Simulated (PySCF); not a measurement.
## BMe2(OiPr): computed shieldings and shifts

BMe2(OiPr), C5H13BO, point group C1.

Geometry:
| atom | x (Å) | y (Å) | z (Å) |
| --- | --- | --- | --- |
| B1 | 0.354 | 1.053 | -0.673 |
| C2 | 1.894 | 0.687 | -0.605 |
| H3 | 2.081 | -0.345 | -0.950 |
| H4 | 2.272 | 0.738 | 0.431 |
| H5 | 2.512 | 1.361 | -1.216 |
| C6 | -0.170 | 2.284 | -1.503 |
| H7 | 0.296 | 3.215 | -1.135 |
| H8 | -1.262 | 2.399 | -1.466 |
| H9 | 0.143 | 2.195 | -2.558 |
| O10 | -0.587 | 0.325 | -0.016 |
| C11 | -0.328 | -0.831 | 0.764 |
| C12 | -0.582 | -2.068 | -0.078 |
| C13 | -1.214 | -0.769 | 1.993 |
| H14 | 0.728 | -0.830 | 1.085 |
| H15 | -1.631 | -2.092 | -0.413 |
| H16 | -0.380 | -2.983 | 0.499 |
| H17 | 0.062 | -2.075 | -0.970 |
| H18 | -1.003 | 0.138 | 2.577 |
| H19 | -2.273 | -0.745 | 1.697 |
| H20 | -1.051 | -1.645 | 2.638 |

GIAO calculations in PySCF 2.14 on the PBE0-D3(BJ)/def2-SVP structure: isolated species, non-relativistic, equivalent atoms averaged; basis pcSseg-1.

**Question.** Give the isotropic shieldings (ppm) with B3LYP, PBE0.

**Answer.** 
```json
{"atoms": "O10", "environment": "oxygen bonded to C, B", "B3LYP": "93.2", "PBE0": "98.7"}
{"atoms": "C11", "environment": "carbon bonded to 2 C, O, H", "B3LYP": "109.2", "PBE0": "116.0"}
{"atoms": "C12/C13", "environment": "carbon bonded to C, 3 H", "B3LYP": "152.7", "PBE0": "158.6"}
{"atoms": "C2/C6", "environment": "carbon bonded to B, 3 H", "B3LYP": "173.7", "PBE0": "178.5"}
{"atoms": "B1", "environment": "boron bonded to 2 C, O", "B3LYP": "44.6", "PBE0": "48.2"}
{"atoms": "H14", "environment": "hydrogen on a carbon bonded to 2 C, O", "B3LYP": "27.34", "PBE0": "27.23"}
{"atoms": "H15/H16/H17/H18/H19/H20", "environment": "hydrogen on a carbon bonded to C", "B3LYP": "30.19", "PBE0": "30.08"}
{"atoms": "H3/H4/H5/H7/H8/H9", "environment": "hydrogen on a carbon bonded to B", "B3LYP": "31.01", "PBE0": "30.88"}
{"atoms": "HOMO–LUMO gap (eV)", "environment": "–", "B3LYP": "8.27", "PBE0": "8.72"}
```

**Question.** And the chemical shifts, against references computed in the same way?

**Answer.** 
```csv
atoms,"nucleus, reference",B3LYP,PBE0
O10,"17O, H2O",240.9,235.9
C11,"13C, TMS",70.0,68.4
C12/C13,"13C, TMS",26.5,25.9
C2/C6,"13C, TMS",5.5,5.9
B1,"11B, BF3·OEt2",53.3,52.5
H14,"1H, TMS",4.04,4.03
H15/H16/H17/H18/H19/H20,"1H, TMS",1.20,1.18
H3/H4/H5/H7/H8/H9,"1H, TMS",0.38,0.39
```

**Question.** Which part of the shielding of O10 depends on the functional?

**Answer.** Diamagnetic: B3LYP 400, PBE0 399 ppm; paramagnetic: B3LYP -307, PBE0 -301 ppm. The diamagnetic part, set mainly by inner electrons, hardly moves; the paramagnetic part goes with low-lying magnetically allowed excitations and carries the spread.

**Question.** What couplings does B3LYP/pcJ-1 (spin–dipole term only in couplings to heteroatoms) give?

**Answer.** 1J(C11,H14) = 143.1, 1J(C12,H15) = 133.0, 1J(C2,H3) = 123.7, 1J(B1,C2) = 60.2, 1J(C11,C12) = 41.5, 1J(O10,C11) = 19.2, 1J(B1,O10) = -3.6, 2J(H3,H4) = -15.6, 2J(H15,H16) = -13.7, 2J(C2,C6) = 10.7, 2J(C2,O10) = -6.2, 2J(O10,C12) = -5.6, 2J(B1,H3) = -5.1, 2J(C11,H15) = -3.4 Hz (averaged over equivalent pairs; isotopes 13C, 1H, 11B, 17O).

Experimental scales use liquid or dissolved standards, which lie at an offset from isolated H2O (liquid H2O: subtract about 36 ppm).
